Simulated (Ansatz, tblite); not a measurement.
Forces on SiGe₆ at its B3LYP-D4/def2-SVP geometry. Total charge 0; singlet.

The xTB rows come from tblite. The structure comes from a short search, and lower isomers may exist.

GFN1-xTB (tblite), largest force 1.90 eV/Å:

```xyz
7
positions Å, forces eV/Å
Si   -1.113   -0.540   -0.174    1.692    0.821    0.264
Ge    0.636   -0.761   -2.047   -0.674    0.377    1.307
Ge   -0.133   -0.546    2.204   -0.168    0.235   -1.490
Ge    0.908   -2.068    0.269   -0.853    1.237   -0.217
Ge   -0.573    1.570   -1.543    0.121   -1.157    0.975
Ge   -1.048    1.703    1.084    0.434   -1.244   -0.753
Ge    1.323    0.642    0.207   -0.553   -0.268   -0.086
```

GFN2-xTB (tblite), largest force 0.99 eV/Å:

```
Si 0.716 0.347 0.112
Ge -0.327 0.305 0.880
Ge 0.006 0.212 -0.963
Ge -0.445 0.872 -0.125
Ge 0.197 -0.706 0.661
Ge 0.403 -0.763 -0.478
Ge -0.551 -0.267 -0.086
```

revPBE-D4/def2-TZVP (Ansatz), largest force 0.39 eV/Å:

```
Si 0.351 0.170 0.055
Ge -0.022 0.005 0.028
Ge -0.010 0.002 -0.034
Ge -0.025 0.024 -0.006
Ge -0.004 -0.029 0.020
Ge 0.003 -0.031 -0.018
Ge -0.293 -0.142 -0.046
```
